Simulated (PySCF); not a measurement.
Two species compared at the same levels of theory.

First species: C6H9FSi.
Structure used (GFN2-xTB), in Å, numbered top down from 1:
```
atom  x, y, z in Å
C1     0.886   -2.348   -1.860
C2     0.348   -1.538   -1.160
C3    -0.263   -0.535   -0.314
C4     0.232    0.879   -0.674
Si5   -0.196    1.945    0.845
C6    -0.478    0.404    1.969
F7    -1.846    0.239    2.186
C8     0.050   -0.781    1.169
H9     1.341   -3.066   -2.474
H10   -1.351   -0.580   -0.447
H11   -0.219    1.214   -1.606
H12    1.310    0.847   -0.841
H13   -1.440    2.699    0.722
H14    0.924    2.753    1.330
H15   -0.037    0.437    2.969
H16   -0.398   -1.715    1.515
H17    1.131   -0.842    1.309
```

Second species: C6H9FSi.
Numbering: `[CH3:1][C:2]1=[CH:3][SiH2:4][C:5]([CH2:6][F:7])=[CH:8]1` (hydrogens: H9, H10, H11 on C1; H12 on C3; H13, H14 on Si4; H15, H16 on C6; H17 on C8)

Geometry (GFN2-xTB, Å), atoms numbered from 1 in this order:
```
atom  x, y, z in Å
C1    -2.5120   -0.8455   -0.0299
C2    -1.2368   -0.0728    0.0337
C3    -1.1320    1.2538    0.2177
Si4    0.6730    1.7659    0.2247
C5     1.1443   -0.0500   -0.0487
C6     2.5273   -0.5755   -0.1730
F7     2.5665   -1.9384   -0.3720
C8     0.0307   -0.7889   -0.1139
H9    -2.5291   -1.6045    0.7526
H10   -2.5927   -1.3579   -0.9889
H11   -3.3731   -0.1930    0.0940
H12   -1.9994    1.8815    0.3385
H13    1.0801    2.6177   -0.8937
H14    1.1661    2.2795    1.5037
H15    3.0458   -0.1224   -1.0275
H16    3.1066   -0.3785    0.7380
H17    0.0276   -1.8589   -0.2653
```

Levels: B3LYP/def2-SVPD for HOMO energy, LUMO energy, HOMO–LUMO gap and static isotropic polarisability; TDDFT B3LYP/def2-SVPD for lowest singlet excitation; TDA B3LYP/def2-SVPD for lowest triplet excitation (Tamm–Dancoff). Geometries: GFN2-xTB. Each species is one conformer at its optimised geometry, gas phase, non-relativistic unless stated; the electronic structure was computed with PySCF and density fitting.

The conformers computed, where there is a choice (atom-mapped SMILES and torsion angles):
- `[CH3:1][C:2]1=[CH:3][SiH2:4][C:5]([CH2:6][F:7])=[CH:8]1`: Si4–C5–C6–F7 180°

The conformers of `C#C[C@@H]1C[SiH2][C@@H](F)C1` aren't listed.

| property | column X | column Y |
| --- | --- | --- |
| HOMO energy | -7.52 eV | -6.30 eV |
| LUMO energy | 0.06 eV | -1.57 eV |
| HOMO–LUMO gap | 7.58 eV | 4.73 eV |
| lowest singlet excitation | 6.56 eV | 4.18 eV |
| lowest triplet excitation (Tamm–Dancoff) | 5.50 eV | 2.67 eV |
| static isotropic polarisability | 94.3 au | 97.0 au |

Problem. Which column belongs to which species?

Solution. Column X is the first species and column Y the second. The first has 17 atoms and 68 electrons, the second 17 and 68.

Problem. How does each property change from the first species to the second?

Solution. HOMO energy +1.22 eV; LUMO energy -1.63 eV; HOMO–LUMO gap -2.85 eV; lowest singlet excitation -2.38 eV; lowest triplet excitation (Tamm–Dancoff) -2.83 eV; static isotropic polarisability +2.7 au.

On the first: S1 lies 1.02 eV below the HOMO–LUMO gap; its leading configuration is HOMO−1→LUMO, weight 0.19, beside HOMO→LUMO+2, weight 0.15. The polarisability is 13.97 Å³ as a volume (1 au = 0.148185 Å³), or 1.39 au for each of the 68 electrons.

On the second: No computed singlet falls in the visible range (750 to 380 nm, 1.65 to 3.26 eV); S1 lies 0.92 eV above its blue end. In wavenumbers S1 is 33700 cm⁻¹ (1 eV = 8065.54 cm⁻¹).
